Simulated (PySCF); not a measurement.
Ge(Me)(OH)3 (CH6GeO3), SMILES [CH3][Ge]([OH])([OH])[OH].

Geometry: B3LYP-D3(BJ)/def2-SVP. One conformer was computed; it need not be the lowest.

Level of theory: B3LYP-D3(BJ)/def2-SVP run with PySCF.

Frequencies are harmonic and unscaled.

Modes within 1.5 cm⁻¹ of each other (mostly degenerate sets) share a row, with their intensities summed.

Computed harmonic wavenumbers and intensities:
```json
[
 {"mode": "1", "ν (cm⁻¹)": "81", "IR (km/mol)": "0.3", "Raman (Å⁴/amu)": "0.0", "depolarisation": "–", "moving atoms (share of kinetic energy)": "H 98 %"},
 {"mode": "2–3", "ν (cm⁻¹)": "100", "IR (km/mol)": "88.7", "Raman (Å⁴/amu)": "1.5", "depolarisation": "0.75", "moving atoms (share of kinetic energy)": "O 49 %, H 42 %, C 9 %"},
 {"mode": "4–5", "ν (cm⁻¹)": "206", "IR (km/mol)": "40.5", "Raman (Å⁴/amu)": "2.2", "depolarisation": "0.75", "moving atoms (share of kinetic energy)": "H 38 %, O 25 %, C 19 %, Ge 18 %"},
 {"mode": "6–7", "ν (cm⁻¹)": "245", "IR (km/mol)": "39.4", "Raman (Å⁴/amu)": "3.0", "depolarisation": "0.75", "moving atoms (share of kinetic energy)": "H 49 %, O 46 %"},
 {"mode": "8", "ν (cm⁻¹)": "255", "IR (km/mol)": "81.3", "Raman (Å⁴/amu)": "1.6", "depolarisation": "0.73", "moving atoms (share of kinetic energy)": "O 65 %, Ge 21 %, H 9 %"},
 {"mode": "9", "ν (cm⁻¹)": "319", "IR (km/mol)": "111.2", "Raman (Å⁴/amu)": "4.6", "depolarisation": "0.75", "moving atoms (share of kinetic energy)": "H 97 %"},
 {"mode": "10", "ν (cm⁻¹)": "612", "IR (km/mol)": "8.1", "Raman (Å⁴/amu)": "22.0", "depolarisation": "0.09", "moving atoms (share of kinetic energy)": "C 59 %, H 19 %, O 15 %"},
 {"mode": "11", "ν (cm⁻¹)": "702", "IR (km/mol)": "83.9", "Raman (Å⁴/amu)": "7.5", "depolarisation": "0.08", "moving atoms (share of kinetic energy)": "O 77 %, Ge 15 %"},
 {"mode": "12–13", "ν (cm⁻¹)": "713", "IR (km/mol)": "222.9", "Raman (Å⁴/amu)": "6.8", "depolarisation": "0.75", "moving atoms (share of kinetic energy)": "O 77 %, Ge 20 %"},
 {"mode": "14–15", "ν (cm⁻¹)": "801", "IR (km/mol)": "12.5", "Raman (Å⁴/amu)": "1.9", "depolarisation": "0.75", "moving atoms (share of kinetic energy)": "H 80 %, C 17 %"},
 {"mode": "16", "ν (cm⁻¹)": "884", "IR (km/mol)": "0.1", "Raman (Å⁴/amu)": "0.1", "depolarisation": "0.07", "moving atoms (share of kinetic energy)": "H 89 %"},
 {"mode": "17–18", "ν (cm⁻¹)": "893", "IR (km/mol)": "353.1", "Raman (Å⁴/amu)": "5.5", "depolarisation": "0.75", "moving atoms (share of kinetic energy)": "H 86 %, O 9 %"},
 {"mode": "19", "ν (cm⁻¹)": "1264", "IR (km/mol)": "10.7", "Raman (Å⁴/amu)": "1.6", "depolarisation": "0.03", "moving atoms (share of kinetic energy)": "H 79 %, C 20 %"},
 {"mode": "20–21", "ν (cm⁻¹)": "1431", "IR (km/mol)": "7.2", "Raman (Å⁴/amu)": "22.5", "depolarisation": "0.75", "moving atoms (share of kinetic energy)": "H 96 %"},
 {"mode": "22", "ν (cm⁻¹)": "3052", "IR (km/mol)": "1.3", "Raman (Å⁴/amu)": "126.0", "depolarisation": "0.00", "moving atoms (share of kinetic energy)": "H 97 %"},
 {"mode": "23–24", "ν (cm⁻¹)": "3159", "IR (km/mol)": "2.6", "Raman (Å⁴/amu)": "152.5", "depolarisation": "0.75", "moving atoms (share of kinetic energy)": "H 90 %, C 10 %"},
 {"mode": "25–27", "ν (cm⁻¹)": "3834", "IR (km/mol)": "213.8", "Raman (Å⁴/amu)": "276.8", "depolarisation": "0.75", "moving atoms (share of kinetic energy)": "H 94 %"}
]
```
